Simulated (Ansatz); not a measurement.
Q: Name a neutral molecule of B, C, Ga and H with HOMO energy (B3LYP/def2-TZVPP) between -7.10 and -6.80 eV and size of the dipole moment (ωB97M-V/def2-TZVPP) between 1.30 and 1.60 D (Ansatz, PBE0-D4/def2-TZVP geometry).

A: `C[BH][GaH2]` (-6.96 eV, 1.39 D). Other molecules can fit too; these were computed, each in one conformer that needn't be the lowest.

B3LYP here is the variant with VWN-RPA as its local correlation; programs differ in this.
